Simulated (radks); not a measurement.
The numbers below are computed, except where a source is named.
Initial-state core-level shifts of the aluminium ion Al2+ when its valence configuration changes from [Ne] 3s1. Level of theory: scalar-relativistic Kohn-Sham, r2SCAN, spin-unpolarised, spherical densities, finite nucleus; meta-GGA in the generalised Kohn-Sham scheme; Fermi nuclear charge, rms radius 3.061 fm (a radial shooting solver on a logarithmic mesh with Libxc functionals). Shifts are changes of the shell-averaged eigenvalues in eV (positive: less bound); the change of the density at the nucleus, which sets a Mossbauer isomer shift, is in e/bohr^3, on a base of 1501.

| valence | 1s | 2s | 2p | density at nucleus |
|---|---|---|---|---|
| 3s0.5 3p0.5 | -0.839 | -0.814 | -0.809 | -2.0499 |
| 3p1 | -1.673 | -1.621 | -1.610 | -4.0355 |
